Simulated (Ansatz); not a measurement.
Molecular dynamics of FH₆NOSi

Input file:

```yaml
crystal:
  periodic: [false, false, false]
  atoms:
    - { symbol: Si, position_ang: [0.164561, -0.279057, 0.006356] }
    - { symbol: O, position_ang: [0.286592, 0.152743, 1.952022] }
    - { symbol: H, position_ang: [-0.451346, 0.471882, 2.447788] }
    - { symbol: H, position_ang: [1.124819, 0.797431, -0.253904] }
    - { symbol: H, position_ang: [-1.293556, -0.094846, 0.107899] }
    - { symbol: F, position_ang: [0.175731, -0.972094, -1.492862] }
    - { symbol: "N", position_ang: [0.841294, -1.769655, 0.891704] }
    - { symbol: H, position_ang: [0.326517, -2.62069, 0.734281] }
    - { symbol: H, position_ang: [1.815158, -1.958889, 0.715479] }
    - { symbol: H, position_ang: [0.598026, -1.034324, 1.857238] }
basis:
  gaussian: { orbitals: def2-SVP }
hamiltonian:
  xc: hf
md:
  timestep: 0.5
  n_steps: 200
  ensemble: nve
  temperature: 300.0
  initial_velocities: maxwell_boltzmann
  seed: 6501
```

Command:

```bash
$ ansatz run input.yaml --threads 1 --pin off --max-ram 2048MiB --backend cpu --events-out ev --progress --plain --runs-dir out
```

It starts at the highest image of a converged band, a first-order saddle point between two minima.

Output, in part (one step line in 4, the closing report, with atoms numbered from 0):

```
md step     0: t =     0.00 fs  T =   300.0 K  F+E_penalty+E_count = -14175.56496957 eV  E_kin = 0.310224 eV  conserved = -14175.25474557 eV  (33 SCF iters)
md step     4: t =     2.00 fs  T =   251.0 K  F+E_penalty+E_count = -14175.51335994 eV  E_kin = 0.259561 eV  conserved = -14175.25379916 eV  (34 SCF iters)
md step     8: t =     4.00 fs  T =   212.3 K  F+E_penalty+E_count = -14175.47370120 eV  E_kin = 0.219554 eV  conserved = -14175.25414682 eV  (33 SCF iters)
md step    12: t =     6.00 fs  T =   180.2 K  F+E_penalty+E_count = -14175.43992405 eV  E_kin = 0.186307 eV  conserved = -14175.25361671 eV  (33 SCF iters)
md step    16: t =     8.00 fs  T =   223.7 K  F+E_penalty+E_count = -14175.48576939 eV  E_kin = 0.231295 eV  conserved = -14175.25447463 eV  (32 SCF iters)
md step    20: t =    10.00 fs  T =   221.8 K  F+E_penalty+E_count = -14175.48387865 eV  E_kin = 0.229371 eV  conserved = -14175.25450731 eV  (32 SCF iters)
md step    24: t =    12.00 fs  T =   286.5 K  F+E_penalty+E_count = -14175.55005825 eV  E_kin = 0.296304 eV  conserved = -14175.25375418 eV  (33 SCF iters)
md step    28: t =    14.00 fs  T =   439.2 K  F+E_penalty+E_count = -14175.70994973 eV  E_kin = 0.454156 eV  conserved = -14175.25579423 eV  (32 SCF iters)
md step    32: t =    16.00 fs  T =   423.8 K  F+E_penalty+E_count = -14175.69131479 eV  E_kin = 0.438273 eV  conserved = -14175.25304213 eV  (33 SCF iters)
md step    36: t =    18.00 fs  T =   640.6 K  F+E_penalty+E_count = -14175.91887531 eV  E_kin = 0.662451 eV  conserved = -14175.25642424 eV  (32 SCF iters)
md step    40: t =    20.00 fs  T =   633.2 K  F+E_penalty+E_count = -14175.90730106 eV  E_kin = 0.654765 eV  conserved = -14175.25253578 eV  (33 SCF iters)
md step    44: t =    22.00 fs  T =   798.5 K  F+E_penalty+E_count = -14176.08347621 eV  E_kin = 0.825754 eV  conserved = -14175.25772232 eV  (32 SCF iters)
md step    48: t =    24.00 fs  T =   656.6 K  F+E_penalty+E_count = -14175.93202095 eV  E_kin = 0.679028 eV  conserved = -14175.25299322 eV  (33 SCF iters)
md step    52: t =    26.00 fs  T =   737.6 K  F+E_penalty+E_count = -14176.01851574 eV  E_kin = 0.762734 eV  conserved = -14175.25578130 eV  (31 SCF iters)
md step    56: t =    28.00 fs  T =   707.1 K  F+E_penalty+E_count = -14175.98344835 eV  E_kin = 0.731164 eV  conserved = -14175.25228461 eV  (31 SCF iters)
md step    60: t =    30.00 fs  T =   916.5 K  F+E_penalty+E_count = -14176.20554667 eV  E_kin = 0.947735 eV  conserved = -14175.25781189 eV  (31 SCF iters)
md step    64: t =    32.00 fs  T =   877.7 K  F+E_penalty+E_count = -14176.16078129 eV  E_kin = 0.907592 eV  conserved = -14175.25318978 eV  (32 SCF iters)
md step    68: t =    34.00 fs  T =  1039.4 K  F+E_penalty+E_count = -14176.33100430 eV  E_kin = 1.074812 eV  conserved = -14175.25619185 eV  (31 SCF iters)
md step    72: t =    36.00 fs  T =   987.7 K  F+E_penalty+E_count = -14176.27462503 eV  E_kin = 1.021356 eV  conserved = -14175.25326862 eV  (31 SCF iters)
md step    76: t =    38.00 fs  T =  1062.4 K  F+E_penalty+E_count = -14176.35567455 eV  E_kin = 1.098573 eV  conserved = -14175.25710155 eV  (32 SCF iters)
md step    80: t =    40.00 fs  T =  1004.8 K  F+E_penalty+E_count = -14176.29241825 eV  E_kin = 1.039040 eV  conserved = -14175.25337819 eV  (33 SCF iters)
md step    84: t =    42.00 fs  T =  1106.7 K  F+E_penalty+E_count = -14176.40026081 eV  E_kin = 1.144445 eV  conserved = -14175.25581560 eV  (33 SCF iters)
md step    88: t =    44.00 fs  T =  1044.8 K  F+E_penalty+E_count = -14176.33343303 eV  E_kin = 1.080418 eV  conserved = -14175.25301474 eV  (33 SCF iters)
md step    92: t =    46.00 fs  T =  1156.3 K  F+E_penalty+E_count = -14176.45299758 eV  E_kin = 1.195684 eV  conserved = -14175.25731345 eV  (32 SCF iters)
md step    96: t =    48.00 fs  T =  1136.5 K  F+E_penalty+E_count = -14176.42829767 eV  E_kin = 1.175233 eV  conserved = -14175.25306425 eV  (33 SCF iters)
md step   100: t =    50.00 fs  T =  1325.1 K  F+E_penalty+E_count = -14176.62652702 eV  E_kin = 1.370267 eV  conserved = -14175.25625994 eV  (33 SCF iters)
md step   104: t =    52.00 fs  T =  1307.8 K  F+E_penalty+E_count = -14176.60549257 eV  E_kin = 1.352366 eV  conserved = -14175.25312607 eV  (33 SCF iters)
md step   108: t =    54.00 fs  T =  1362.4 K  F+E_penalty+E_count = -14176.66603155 eV  E_kin = 1.408855 eV  conserved = -14175.25717629 eV  (32 SCF iters)
md step   112: t =    56.00 fs  T =  1199.6 K  F+E_penalty+E_count = -14176.49357248 eV  E_kin = 1.240467 eV  conserved = -14175.25310584 eV  (34 SCF iters)
md step   116: t =    58.00 fs  T =  1260.7 K  F+E_penalty+E_count = -14176.55941748 eV  E_kin = 1.303668 eV  conserved = -14175.25574970 eV  (34 SCF iters)
md step   120: t =    60.00 fs  T =  1209.5 K  F+E_penalty+E_count = -14176.50352620 eV  E_kin = 1.250739 eV  conserved = -14175.25278715 eV  (33 SCF iters)
md step   124: t =    62.00 fs  T =  1323.9 K  F+E_penalty+E_count = -14176.62652558 eV  E_kin = 1.369070 eV  conserved = -14175.25745587 eV  (31 SCF iters)
md step   128: t =    64.00 fs  T =  1208.1 K  F+E_penalty+E_count = -14176.50238881 eV  E_kin = 1.249246 eV  conserved = -14175.25314234 eV  (34 SCF iters)
md step   132: t =    66.00 fs  T =  1293.8 K  F+E_penalty+E_count = -14176.59409540 eV  E_kin = 1.337914 eV  conserved = -14175.25618119 eV  (32 SCF iters)
md step   136: t =    68.00 fs  T =  1230.2 K  F+E_penalty+E_count = -14176.52476049 eV  E_kin = 1.272132 eV  conserved = -14175.25262870 eV  (33 SCF iters)
md step   140: t =    70.00 fs  T =  1306.6 K  F+E_penalty+E_count = -14176.60841213 eV  E_kin = 1.351162 eV  conserved = -14175.25724973 eV  (33 SCF iters)
md step   144: t =    72.00 fs  T =  1122.2 K  F+E_penalty+E_count = -14176.41421686 eV  E_kin = 1.160477 eV  conserved = -14175.25373971 eV  (35 SCF iters)
md step   148: t =    74.00 fs  T =  1081.4 K  F+E_penalty+E_count = -14176.37399973 eV  E_kin = 1.118301 eV  conserved = -14175.25569910 eV  (35 SCF iters)
md step   152: t =    76.00 fs  T =   955.3 K  F+E_penalty+E_count = -14176.24049554 eV  E_kin = 0.987876 eV  conserved = -14175.25261955 eV  (33 SCF iters)
md step   156: t =    78.00 fs  T =  1061.0 K  F+E_penalty+E_count = -14176.35370281 eV  E_kin = 1.097177 eV  conserved = -14175.25652572 eV  (33 SCF iters)
md step   160: t =    80.00 fs  T =  1044.2 K  F+E_penalty+E_count = -14176.33375238 eV  E_kin = 1.079807 eV  conserved = -14175.25394508 eV  (33 SCF iters)
md step   164: t =    82.00 fs  T =  1136.4 K  F+E_penalty+E_count = -14176.43105541 eV  E_kin = 1.175099 eV  conserved = -14175.25595610 eV  (34 SCF iters)
md step   168: t =    84.00 fs  T =  1075.8 K  F+E_penalty+E_count = -14176.36592278 eV  E_kin = 1.112488 eV  conserved = -14175.25343453 eV  (34 SCF iters)
md step   172: t =    86.00 fs  T =  1092.4 K  F+E_penalty+E_count = -14176.38571792 eV  E_kin = 1.129654 eV  conserved = -14175.25606363 eV  (34 SCF iters)
md step   176: t =    88.00 fs  T =  1025.2 K  F+E_penalty+E_count = -14176.31452620 eV  E_kin = 1.060100 eV  conserved = -14175.25442612 eV  (34 SCF iters)
md step   180: t =    90.00 fs  T =  1051.1 K  F+E_penalty+E_count = -14176.34228338 eV  E_kin = 1.086878 eV  conserved = -14175.25540526 eV  (33 SCF iters)
md step   184: t =    92.00 fs  T =  1007.0 K  F+E_penalty+E_count = -14176.29535155 eV  E_kin = 1.041287 eV  conserved = -14175.25406486 eV  (33 SCF iters)
md step   188: t =    94.00 fs  T =  1004.4 K  F+E_penalty+E_count = -14176.29340231 eV  E_kin = 1.038647 eV  conserved = -14175.25475541 eV  (34 SCF iters)
md step   192: t =    96.00 fs  T =  1061.6 K  F+E_penalty+E_count = -14176.35239980 eV  E_kin = 1.097805 eV  conserved = -14175.25459493 eV  (33 SCF iters)
md step   196: t =    98.00 fs  T =  1203.7 K  F+E_penalty+E_count = -14176.50017812 eV  E_kin = 1.244734 eV  conserved = -14175.25544389 eV  (38 SCF iters)
md step   200: t =   100.00 fs  T =  1256.9 K  F+E_penalty+E_count = -14176.55412499 eV  E_kin = 1.299741 eV  conserved = -14175.25438366 eV  (34 SCF iters)
Total energy: -14176.55412499 eV, -520.9787548798 hartree
Atom 0 at     0.237077    -0.850833    -0.427363 Å, force    -0.284568     0.686831     0.832298 eV/Å
Atom 1 at     0.167588     1.213330     3.619769 Å, force     3.066350     1.049468    -1.746397 eV/Å
Atom 2 at     0.422131     2.140699     3.580087 Å, force    -0.275988    -1.000544     0.034097 eV/Å
Atom 3 at     1.031993     0.389855    -0.112736 Å, force    -0.288059    -0.657104    -0.012558 eV/Å
Atom 4 at    -1.185138    -0.800776    -0.024791 Å, force     0.102852     0.105050     0.078033 eV/Å
Atom 5 at     0.101823    -0.815021    -2.031171 Å, force     0.387314    -0.455433    -0.286254 eV/Å
Atom 6 at     0.943485    -2.200321     0.348026 Å, force     0.146582    -0.526773     0.144745 eV/Å
Atom 7 at     0.457147    -3.062628     0.578378 Å, force     0.172775     0.728023    -0.338396 eV/Å
Atom 8 at     1.836415    -2.178654     0.816286 Å, force    -0.240377     0.142400    -0.387190 eV/Å
Atom 9 at    -0.601603     1.193292     4.086066 Å, force    -2.786882    -0.071918     1.681622 eV/Å
Dipole moment:    -0.021703     0.094830     0.698134 e Å
```

All steps were run. The conserved energy stayed within 0.33 meV per atom of its start (net change 0.036 meV per atom), so the integration is sound. The kinetic energy rose, since the run started high on the potential surface and went downhill. It ends in pieces (FH4NSi + H2O), so much of that is their flight and rotation, not heat. A run of 0.1 ps of so small a system gives no equilibrium averages. The orbitals stay closed-shell, which can raise the energy where a bond breaks towards radicals; this wasn't checked here.

Between its relaxed ends the band would form Si1–N7, O2–H10 and break Si1–O2, N7–H10. These pairs go: Si1–N7 1.86 → 1.71 Å, O2–H10 1.23 → 0.90 Å, Si1–O2 2.00 → 4.54 Å, N7–H10 1.24 → 5.28 Å. In the last frame they stand as after the step (other bonds may differ from the relaxed reactants and products). It ends as FH4NSi + H2O. Pairs count as bonded within 1.25 times the sum of covalent radii (0.12 Å more for H–H).

Last frame:

```xyz
10
Properties=species:S:1:pos:R:3
Si 0.237 -0.851 -0.427
O 0.168 1.213 3.620
H 0.422 2.141 3.580
H 1.032 0.390 -0.113
H -1.185 -0.801 -0.025
F 0.102 -0.815 -2.031
N 0.944 -2.200 0.348
H 0.457 -3.063 0.578
H 1.836 -2.179 0.816
H -0.602 1.193 4.086
```

The run took 4 min on 1 thread of Arm Neoverse V2 (shared host), peak memory 0.15 GiB.
